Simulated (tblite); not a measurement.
C₈H₁₂.
Atom-mapped SMILES: `[CH:1]#[C:2]/[CH:3]=[CH:4]/[CH2:5][CH2:6][CH2:7][CH3:8]` (hydrogens: H9 on C1; H10 on C3; H11 on C4; H12, H13 on C5; H14, H15 on C6; H16, H17 on C7; H18, H19, H20 on C8)

Computed with GFN2-xTB (tblite), gas phase: nudged elastic band of 9 images (0 to 8), spring 0.2 eV/Å², climbing image at the end, force threshold 0.05 eV/Å. No saddle search or frequency run followed, so the top image need not be a first-order saddle, and its height can exceed the method's true barrier by a kcal/mol or more.

The band describes a rotation about C5–C6 (allylic carbon, chain CH2 carbon), followed by the dihedral C4–C5–C6–C7, from the optimised start (-179°) to a second optimised geometry at -65°.

**Question.** How does the energy change from image to image?

**Answer.** 
| image | dihedral (°) | E (eV) | C5–C6 (Å) | C4···C7 (Å) | largest true force (eV/Å) |
| --- | --- | --- | --- | --- | --- |
| 0 | -179 | 0.000 | 1.533 | 3.85 | 0.01 |
| 1 | -165 | 0.014 | 1.533 | 3.84 | 0.04 |
| 2 | -151 | 0.047 | 1.537 | 3.80 | 0.04 |
| 3 | -137 | 0.084 | 1.541 | 3.72 | 0.04 |
| 4 | -122 | 0.104 | 1.543 | 3.62 | 0.04 |
| 5 | -108 | 0.094 | 1.543 | 3.49 | 0.04 |
| 6 | -93 | 0.063 | 1.539 | 3.35 | 0.04 |
| 7 | -79 | 0.036 | 1.536 | 3.19 | 0.04 |
| 8 | -65 | 0.024 | 1.536 | 3.08 | 0.01 |

Barriers of this band. The top is image 4 at -122°: 0.104 eV forward and 0.080 eV back; the end lies 0.024 eV above the start. The central bond is 0.010 Å longer at the top than at the start.

**Question.** What rate follows at 350 K for crossing this barrier forward?

**Answer.** Taking the electronic barrier for the free energy of activation (no zero-point or entropy terms, transmission 1), rate = (kT/h)·exp(−ΔE/kT) ≈ 2 × 10^11 s⁻¹, whose inverse is 4 × 10^-12 s. An error of 1 kcal/mol in the barrier changes this by a factor of 4, and the method and the loose band can each miss by that much or more. The barrier is only 3.4 kT, where transition-state theory is rough.

**Question.** How would the two end points share their population at 350 K, from these energies alone?

**Answer.** exp(−ΔE/kT) with ΔE = 0.024 eV gives 0.45 for the higher one (end) against 1 for the lower, without vibrational, rotational or degeneracy terms. GFN2-xTB can put conformers this close in the wrong order.

**Question.** How long is the path, and how are the images spaced?

**Answer.** Cartesian distances between aligned neighbours (all atoms, Å): 0.78, 0.82, 0.83, 0.84, 0.84, 0.85, 0.87, 1.05; the sum is 6.88 Å, and the top lies 48 % of the way along.

The cost below is that of the whole band run. Time: 6.5 s wall; peak memory 0.19 GiB. Hardware: an AMD EPYC 7R43 with one thread, shared host with 256 logical CPUs at a one-minute load of 109.
